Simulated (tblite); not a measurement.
Q: What does the GFN2-xTB structure of `c1cc(sc1C)[CH2]` [radical] look like in three dimensions? (Doublet state.)

A: 
```
atom  x, y, z in Å
C1     2.7668    0.4533   -0.5060
C2     1.4751    0.1717   -0.2043
C3     0.9612   -0.7779    0.7056
C4    -0.4225   -0.7973    0.7623
C5    -1.0378    0.1076   -0.0744
C6    -2.4914    0.3416   -0.2547
S7     0.1278    1.0268   -0.9733
H8     3.0252    1.2073   -1.2257
H9     3.5673   -0.0793   -0.0251
H10    1.6072   -1.4117    1.2849
H11   -0.9849   -1.4574    1.4006
H12   -2.7847    0.1683   -1.2907
H13   -2.7496    1.3724   -0.0093
H14   -3.0604   -0.3259    0.3881
```

Orientation and origin are arbitrary. Atoms count from 1 in this order. The 5-membered ring C2–C3–C4–C5–S7 has internal angles of 91.7° to 114.3° (sum 540°, against 540° for a flat polygon); it is planar, 0.00 Å rms from its mean plane, widest ring torsion 0°. C1 (carbon bonded to C and 2 H) is planar (angles 121.6°, 120.5° and 117.9°, sum 360.0°, 0.00 Å off the plane of its three neighbours). C2 (carbon bonded to 2 C and S) is planar (angles 129.0°, 121.9° and 109.1°, sum 360.0°, 0.00 Å off the plane of its three neighbours). The 5 C–C bonds span 1.356 Å (C1–C2, drawn single) to 1.483 Å (C5–C6, drawn single), a spread of 0.127 Å.

Bonds between heavy atoms (Å): C1–C2 1.356, C2–C3 1.412, C3–C4 1.385, C4–C5 1.378, C5–C6 1.483, C5–S7 1.735, C2–S7 1.771.

Computed geometry: GFN2-xTB, gas phase. This method treats the open shell by occupation alone, without spin polarisation.

Point group: Cs (tolerance 0.08 Å). Its GFN2-xTB frequencies are all real (lowest 52 cm⁻¹). Torsions: H–C1–C2–C3 180° and 0°.
